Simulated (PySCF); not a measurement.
An EPR job on `[H]/N=[C]/C#CC(=O)[SiH2]C#C` [radical].

Method: UKS B3LYP, pcH-1 on C H N O Si, non-relativistic, mean-field spin-orbit, GIAO (PySCF 2.14.0). Geometry: GFN2-xTB. A driver script takes a list of jobs; this job's settings line and coordinates (Å) are shown.

Command:
```bash
OMP_NUM_THREADS=1 python probes_run.py task.json out
```

Input:
```
{"job": {"kind": "epr", "basis": "pcH-1"}, "charge": 0, "multiplicity": 2}
C     -2.242323     0.927675    -1.268173
C     -1.909528     0.580548    -0.165121
Si    -1.398733     0.009114     1.514318
C     -0.192339    -1.535836     1.232970
O     -0.512441    -2.599607     1.743908
C      0.839306    -1.105014     0.476504
C      1.637621    -0.358857    -0.155874
C      2.475751     0.260569    -0.906837
N      3.387620     0.928907    -1.348083
H     -2.534679     1.237457    -2.230597
H     -0.653356     1.075745     2.186691
H     -2.523450    -0.526040     2.274146
H      3.622165     1.105824    -2.307642
```

**Question.** Estimate the output.

**Answer.** 
```
UKS, coarse grid
  cycle   1  E = -650.14394050  |g| = 6.66e-01
  cycle   2  E = -647.04692325  |g| = 2.18e+00
  cycle   3  E = -650.16174814  |g| = 5.15e-01
  cycle   4  E = -650.28784366  |g| = 2.93e-01
  cycle   5  E = -650.31417696  |g| = 2.05e-01
  cycle   6  E = -650.33566420  |g| = 4.45e-02
  cycle   7  E = -650.33660855  |g| = 2.34e-02
  cycle   8  E = -650.33688849  |g| = 1.30e-02
  cycle   9  E = -650.33699322  |g| = 5.63e-03
  cycle  10  E = -650.33702225  |g| = 1.88e-03
  cycle  11  E = -650.33702568  |g| = 2.01e-03
  cycle  12  E = -650.33702862  |g| = 8.78e-04
UKS, final grid
  cycle   1  E = -650.33701991  |g| = 2.12e-03
  cycle   2  E = -650.33700362  |g| = 5.71e-03
  cycle   3  E = -650.33702252  |g| = 5.12e-04
  cycle   4  E = -650.33702264  |g| = 1.67e-04
  cycle   5  E = -650.33702267  |g| = 1.05e-04
  cycle   6  E = -650.33702271  |g| = 6.95e-05
  cycle   7  E = -650.33702271  |g| = 2.19e-05
E = -650.33702271 Eh   <S^2> = 0.7638 (exact 0.7500)
g shifts (ppm)      1          2          3
  rmc          -210       -210       -210
  gc             -6          8         16
  oz_so          18       1836       6157
  total        -197       1634       5963
hyperfine (MHz)  atom isotope    a_iso     a_fc   dipolar eigenvalues
    0   13C       0.56       0.56     -0.47     -0.26      0.74
    1   13C       3.58       3.58     -0.46     -0.17      0.63
    2  29Si       6.18       6.19     -0.43     -0.24      0.68
    3   13C     -22.50     -22.61     -4.40      0.72      3.68
    4   17O     -18.88     -18.26    -83.51     41.59     41.92
    5   13C      22.66      22.85    -28.60    -26.66     55.26
    6   13C     -25.66     -25.69     -7.37     -0.77      8.14
    7   13C       6.48       6.58    -27.25    -24.99     52.24
    8   14N      32.84      32.86     -8.90     -8.84     17.74
    9    1H      -0.30      -0.30     -0.56     -0.34      0.90
   10    1H       1.87       1.87     -1.34     -0.73      2.07
   11    1H      -0.34      -0.34     -1.15     -0.73      1.88
   12    1H      99.66      99.65    -10.10     -5.15     15.25
```

rmc, gc and oz_so are the mass-correction, gauge-correction and orbital-Zeeman/spin–orbit parts of the g shift along its three principal axes; a_iso is the isotropic hyperfine coupling and a_fc its Fermi-contact part. The program numbers atoms from 0.

**Question.** How far is ⟨S²⟩ from the pure-spin value?

**Answer.** S = 0.5 gives S(S+1) = 0.75; the run has 0.7638, 0.0138 more.

**Question.** Get g_iso from the total shifts.

**Answer.** Their mean is 2466 ppm; added to g_e = 2.002319 it gives 2.00479.

Summary of the converged run: ⟨S²⟩ 0.764; g_iso 2.0048.

Isolated species at its GFN2-xTB geometry (one conformer only).

On one thread of an Arm Neoverse V1, no GPU, shared host with 32 logical CPUs at a one-minute load of 12, this took 93 s wall (grids of density and orbitals included) and 1.1 GiB of memory at its peak.
Labels such as C1 count atoms from 1, the log's own numbers from 0.
